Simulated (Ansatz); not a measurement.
Harmonic vibrations of the cluster As₂S₂ by finite differences.

```yaml
crystal:
  periodic: [false, false, false]
  atoms:
    - {symbol: As, position_ang: [-0.014889, 0.020764, 1.304547]}
    - {symbol: As, position_ang: [-1.018162, 0.141408, -0.803640]}
    - {symbol: S, position_ang: [0.277004, -1.676036, -0.228014]}
    - {symbol: S, position_ang: [0.756047, 1.513865, -0.272883]}
basis:
  gaussian: {orbitals: def2-SVP}
hamiltonian: {xc: r2scan, dispersion: d4}
scf: {omitted_lower_state_checks: [starts]}
phonons: {temperatures: {t_min: 298.15, t_max: 900, t_step: 200}}
```

```sh
$ ansatz run in.yaml --threads 4 --pin off --events-out ev --progress --plain --max-ram 4787MiB
```

Output, abridged:

```
Functional definition: r2SCAN
mean field -143331.70448257 eV, -5267.3429860158 hartree, gradient 4.2e-5 eV, S^2 0.000000; 0 other end points of the search recorded, 0 dependent functions left out
mean field -143331.70446698 eV, -5267.3429854427 hartree, gradient 1.6e-6 eV, S^2 0.000000; 0 other end points of the search recorded, 0 dependent functions left out
mean field -143331.70446326 eV, -5267.3429853060 hartree, gradient 2.5e-6 eV, S^2 0.000000; 0 other end points of the search recorded, 0 dependent functions left out
mean field -143331.70446020 eV, -5267.3429851937 hartree, gradient 1.6e-6 eV, S^2 0.000000; 0 other end points of the search recorded, 0 dependent functions left out
mean field -143331.70446384 eV, -5267.3429853273 hartree, gradient 1.7e-6 eV, S^2 0.000000; 0 other end points of the search recorded, 0 dependent functions left out
mean field -143331.70442209 eV, -5267.3429837931 hartree, gradient 2.7e-6 eV, S^2 0.000000; 0 other end points of the search recorded, 0 dependent functions left out
mean field -143331.70441707 eV, -5267.3429836088 hartree, gradient 1.2e-6 eV, S^2 0.000000; 0 other end points of the search recorded, 0 dependent functions left out
mean field -143331.70444405 eV, -5267.3429846003 hartree, gradient 1.2e-6 eV, S^2 0.000000; 0 other end points of the search recorded, 0 dependent functions left out
mean field -143331.70444431 eV, -5267.3429846098 hartree, gradient 1.8e-6 eV, S^2 0.000000; 0 other end points of the search recorded, 0 dependent functions left out
mean field -143331.70446375 eV, -5267.3429853242 hartree, gradient 1.6e-6 eV, S^2 0.000000; 0 other end points of the search recorded, 0 dependent functions left out
mean field -143331.70445948 eV, -5267.3429851671 hartree, gradient 1.7e-6 eV, S^2 0.000000; 0 other end points of the search recorded, 0 dependent functions left out
mean field -143331.70443767 eV, -5267.3429843655 hartree, gradient 1.5e-6 eV, S^2 0.000000; 0 other end points of the search recorded, 0 dependent functions left out
mean field -143331.70444417 eV, -5267.3429846046 hartree, gradient 1.4e-6 eV, S^2 0.000000; 0 other end points of the search recorded, 0 dependent functions left out
mean field -143331.70446893 eV, -5267.3429855143 hartree, gradient 1.5e-6 eV, S^2 0.000000; 0 other end points of the search recorded, 0 dependent functions left out
mean field -143331.70446842 eV, -5267.3429854957 hartree, gradient 2.2e-6 eV, S^2 0.000000; 0 other end points of the search recorded, 0 dependent functions left out
mean field -143331.70444348 eV, -5267.3429845792 hartree, gradient 2.5e-6 eV, S^2 0.000000; 0 other end points of the search recorded, 0 dependent functions left out
mean field -143331.70443896 eV, -5267.3429844132 hartree, gradient 1.9e-6 eV, S^2 0.000000; 0 other end points of the search recorded, 0 dependent functions left out
mean field -143331.70447148 eV, -5267.3429856081 hartree, gradient 2.1e-6 eV, S^2 0.000000; 0 other end points of the search recorded, 0 dependent functions left out
mean field -143331.70446855 eV, -5267.3429855003 hartree, gradient 1.8e-6 eV, S^2 0.000000; 0 other end points of the search recorded, 0 dependent functions left out
mean field -143331.70445614 eV, -5267.3429850446 hartree, gradient 2.2e-6 eV, S^2 0.000000; 0 other end points of the search recorded, 0 dependent functions left out
mean field -143331.70446013 eV, -5267.3429851910 hartree, gradient 2.5e-6 eV, S^2 0.000000; 0 other end points of the search recorded, 0 dependent functions left out
mean field -143331.70444968 eV, -5267.3429848069 hartree, gradient 2.3e-6 eV, S^2 0.000000; 0 other end points of the search recorded, 0 dependent functions left out
mean field -143331.70445484 eV, -5267.3429849967 hartree, gradient 2.2e-6 eV, S^2 0.000000; 0 other end points of the search recorded, 0 dependent functions left out
mean field -143331.70446881 eV, -5267.3429855102 hartree, gradient 2.1e-6 eV, S^2 0.000000; 0 other end points of the search recorded, 0 dependent functions left out
mean field -143331.70447022 eV, -5267.3429855619 hartree, gradient 1.8e-6 eV, S^2 0.000000; 0 other end points of the search recorded, 0 dependent functions left out
Total energy: -143331.74988877 eV, -5267.3446546628 hartree
Atom 0 at    -0.014889     0.020764     1.304547 Å, force     0.000804    -0.000745     0.000653 eV/Å
Atom 1 at    -1.018162     0.141408    -0.803640 Å, force     0.000200     0.000813    -0.001118 eV/Å
Atom 2 at     0.277004    -1.676036    -0.228014 Å, force     0.000100     0.001937     0.000652 eV/Å
Atom 3 at     0.756047     1.513865    -0.272883 Å, force    -0.001104    -0.002005    -0.000187 eV/Å
Dipole moment:    -0.316410     0.049658     0.153420 e Å
Vibrations: 186.76 217.59 273.90 318.19 383.17 444.59 cm⁻¹, zero-point energy 0.113087 eV
Checks for a lower state left out: starts
```

Run time 47 s (4 threads of Arm Neoverse N1 on a shared host).

The structure comes from a short search, and lower isomers may exist.
